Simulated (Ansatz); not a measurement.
Two isomers of CH6S2Si: A = `[SiH3]SCS`, B = `C[SiH2]SS`.

Gas-phase electronic energies from Ansatz, PBE0-D4/def2-TZVP geometries. CBS: MP2 limit from def2 TZ/QZ plus the TZ coupled-cluster correction, frozen cores. DFT in def2-TZVPP. B3LYP here is the variant with VWN-RPA as its local correlation; programs differ in this. One conformer a species, not always the lowest.

A:

Z-matrix (Å, degrees):
```
Si
S 1 2.138
H 1 1.486 2 109.6
H 1 1.485 2 104.0 3 118.2
H 1 1.482 2 113.7 3 -123.3
C 2 1.816 1 100.2 3 43.0
S 6 1.802 2 116.6 1 50.9
H 6 1.090 2 106.0 1 174.7
H 6 1.091 2 109.9 1 -68.6
H 7 1.343 6 96.4 2 56.1
```

B:

Z-matrix (Å, degrees):
```
C
Si 1 1.861
H 1 1.092 2 110.7
H 1 1.093 2 110.1 3 120.1
H 1 1.092 2 110.3 3 -120.3
S 2 2.151 1 112.2 3 61.0
H 2 1.487 1 110.9 3 -177.5
H 2 1.489 1 111.6 3 -55.0
S 6 2.065 2 98.3 1 60.8
H 9 1.346 6 98.1 2 88.4
```

(1) Which is lower in electronic energy at CCSD(T)/CBS, and by how much? (Best estimate.)

(2) Give E(B) − E(A) in kcal/mol with ωB97M-V, CCSD(T)/def2-TZVPP, B2PLYP, r2SCAN-D4, LDA (SPW92), CCSD/def2-TZVPP, B3LYP. (Best estimate.)

(3) Does the order hold for the free energy at 298.15 K (harmonic terms from PBE0-D4)? (Best estimate.)

Largest T1 diagnostic: 0.011.

Results:

(1) The calculation gave: B, by 16.8 kcal/mol.

(2) Ansatz gave: ωB97M-V -17.4, CCSD(T)/def2-TZVPP -16.0, B2PLYP -17.2, r2SCAN-D4 -18.0, LDA (SPW92) -16.7, CCSD/def2-TZVPP -16.2, B3LYP -18.0. None reverses the order clearly.

(3) Ansatz gave: Yes: G(B) − G(A) = -16.3 kcal/mol, for one conformer each.

At CCSD(T), def2-SVP lies +5.2 kcal/mol from the extrapolated value and def2-TZVPP +0.8 kcal/mol. In def2-TZVPP, CCSD(T) changes the Hartree–Fock value by +0.9 kcal/mol (the triples alone add +0.2 kcal/mol) and MP2 by +0.9 kcal/mol.
